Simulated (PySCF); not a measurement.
## Radial density of H⁻ (hydrogen, charge -1)

UHF, 1s2, closed-shell 1S. All numbers are calculated (PySCF 2.14, the non-relativistic Hamiltonian (point nucleus), in aug-cc-pVTZ with one added diffuse shell each of s, p, d type (5s4p3d, 32 functions)).

```
r (bohr)  4πr²ρ (e/bohr)
  0.0275        0.002580
  0.0463        0.007201
  0.0778         0.01965
   0.131         0.05086
   0.220          0.1207
   0.370          0.2600
   0.623          0.4645
    1.05          0.6368
    1.76          0.5967
    2.96          0.3500
    4.99          0.1068
    8.39         0.01582
    14.1       0.0002454
```
